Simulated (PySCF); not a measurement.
CF3O2S, SMILES O=[S](=O)C(F)(F)F, multiplicity 2.

Geometry optimised at PBE0-D3(BJ)/def2-SVP. The isomer is the one that the SMILES or the coordinates give; other isomers of the formula were not compared.

Computed with ωB97X/def2-TZVP (PySCF).

The molecule is in vacuum.

```yaml
total_energy: -886.32007 hartree
point_group: Cs
"α spin, highest occupied and lowest empty level": -10.81 and 1.83 eV
"β spin, highest occupied and lowest empty level": -12.36 and -2.85 eV
dipole_moment: 1.95 D
quadrupole, principal values (traceless, Buckingham form, about the centre of nuclear charge): -4.47, -1.65, 6.12 D·Å
mean_static_polarisability: 40.8 bohr³ (6.05 Å³)
polarisability_principal_values: 31.0, 44.5, 46.9 bohr³
"⟨S²⟩": 0.759 (pure state 0.75)
```
